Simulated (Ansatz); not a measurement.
## Molecular dynamics of LiNb₁₆

Input file:

```yaml
accuracy: low
crystal:
  lattice:
    - [6.6, 0.0, 0.0]
    - [0.0, 6.6, 0.0]
    - [0.0, 0.0, 6.6]
  atoms:
    - { symbol: Nb, position: [0.04409481, -0.04843877, 0.03122612] }
    - { symbol: Nb, position: [0.4498897, 0.00576773, -0.0530834] }
    - { symbol: Nb, position: [0.00754614, 0.46003974, 0.00089837] }
    - { symbol: Nb, position: [-0.0269599, -0.02773334, 0.48564032] }
    - { symbol: Nb, position: [0.28725604, 0.2793292, 0.22565187] }
    - { symbol: Nb, position: [0.49374149, 0.52929143, -0.03682375] }
    - { symbol: Nb, position: [0.51559668, 0.02326253, 0.51764154] }
    - { symbol: Nb, position: [0.73147827, 0.27214474, 0.25398354] }
    - { symbol: Nb, position: [0.00807384, 0.51277112, 0.5267581] }
    - { symbol: Nb, position: [0.24945253, 0.76048622, 0.26980855] }
    - { symbol: Nb, position: [0.24764729, 0.27112939, 0.76248394] }
    - { symbol: Nb, position: [0.50516102, 0.52325589, 0.50259686] }
    - { symbol: Nb, position: [0.74979505, 0.69116364, 0.21998933] }
    - { symbol: Nb, position: [0.73656456, 0.23975102, 0.75144284] }
    - { symbol: Nb, position: [0.23411424, 0.75649175, 0.75003702] }
    - { symbol: Nb, position: [0.76033415, 0.74434954, 0.77646737] }
    - { symbol: Li, position: [0.67494945, 0.98356927, 0.14691756] }
basis:
  ecutwfc: 420.0
kpoints:
  mp_grid: { grid: [3, 3, 3] }
hamiltonian:
  xc: pbesol
scf:
  occupations: { method: fermi_dirac, width: 0.05 }
  lower_state_search: "off"
md:
  timestep: 1.5
  n_steps: 290
  ensemble: nvt_langevin
  temperature: 2100.0
  initial_velocities: maxwell_boltzmann
  seed: 26093
  friction: 0.05
```

Command:

```bash
$ ansatz run input.yaml --threads 4 --pin off --max-ram 10240MiB --backend cpu --events-out ev --progress --plain --runs-dir out
```

It goes on from the last frame of an earlier run, with new velocities.

Output, in part (step lines):

```
md step     0: t =     0.00 fs  T =  1976.5 K  F+E_penalty+E_count = -72122.85316626 eV  E_kin = 4.343136 eV  (7 SCF iters)
md step     1: t =     1.50 fs  T =  2000.1 K  F+E_penalty+E_count = -72122.85355980 eV  E_kin = 4.395034 eV  (6 SCF iters)
md step     2: t =     3.00 fs  T =  1914.3 K  F+E_penalty+E_count = -72122.85182540 eV  E_kin = 4.206520 eV  (6 SCF iters)
md step     3: t =     4.50 fs  T =  1727.7 K  F+E_penalty+E_count = -72122.85921662 eV  E_kin = 3.796430 eV  (6 SCF iters)
md step     4: t =     6.00 fs  T =  1569.5 K  F+E_penalty+E_count = -72122.86167537 eV  E_kin = 3.448747 eV  (6 SCF iters)
md step     5: t =     7.50 fs  T =  1742.4 K  F+E_penalty+E_count = -72122.84142761 eV  E_kin = 3.828882 eV  (5 SCF iters)
md step     6: t =     9.00 fs  T =  1975.8 K  F+E_penalty+E_count = -72122.83353703 eV  E_kin = 4.341699 eV  (5 SCF iters)
md step     7: t =    10.50 fs  T =  2125.8 K  F+E_penalty+E_count = -72122.85458715 eV  E_kin = 4.671203 eV  (6 SCF iters)
[... lines left out ...]
md step   290: t =   435.00 fs  T =  2565.9 K  F+E_penalty+E_count = -72123.04127270 eV  E_kin = 5.638266 eV  (6 SCF iters)
```

The steps, from the saved trajectory:

```csv
time (fs),T (K),potential energy less start (eV)
0,1976,0.000
13.5,1705,-0.026
27,2357,0.201
40.5,2505,0.180
54,1496,0.546
67.5,2623,0.202
81,3007,0.415
94.5,1701,0.782
108,2390,0.397
121.5,1843,0.800
135,1992,1.341
148.5,2196,1.635
162,2065,1.934
175.5,2633,1.179
189,2285,1.276
202.5,2702,1.128
216,2642,0.795
229.5,2249,0.336
243,1686,0.872
256.5,1475,2.247
270,1570,1.569
283.5,2025,0.638
297,2074,0.283
310.5,2001,1.231
324,2450,1.283
337.5,2972,0.626
351,2539,0.746
364.5,2898,0.378
378,2994,0.290
391.5,1880,0.688
405,2270,0.559
418.5,1978,0.149
432,1991,-0.059
```

The run went to its last step. A run of 0.43 ps of so small a system gives no equilibrium averages. Limits of this set-up: coarse k mesh, a small cell, in which the defect meets its images, a typed lattice constant that wasn't relaxed here, low accuracy level.

Mean squared displacements from the first frame to the last, about the centre of mass: Nb 0.11 Å², Li 0.82 Å².

Last frame:

```xyz
17
Lattice="6.6000 0.0000 0.0000 0.0000 6.6000 0.0000 0.0000 0.0000 6.6000" Properties=species:S:1:pos:R:3
Nb -0.054 -0.064 0.325
Nb 2.928 -0.022 0.013
Nb 0.082 3.324 0.125
Nb -0.198 0.012 3.394
Nb 1.540 1.719 1.670
Nb 2.999 3.455 0.056
Nb 2.903 0.349 3.824
Nb 5.101 1.961 1.924
Nb 0.037 3.544 3.519
Nb 1.729 5.145 1.800
Nb 1.555 1.715 5.411
Nb 3.097 3.280 3.265
Nb 5.063 4.880 1.674
Nb 4.807 1.872 5.075
Nb 1.466 4.968 4.994
Nb 4.575 4.927 4.683
Li 3.981 6.653 1.948
```

The run took 36 min on 4 threads of Intel(R) Xeon(R) Platinum 8259CL CPU @ 2.50GHz (Skylake/Cascade Lake) (shared host), peak memory 1.6 GiB.
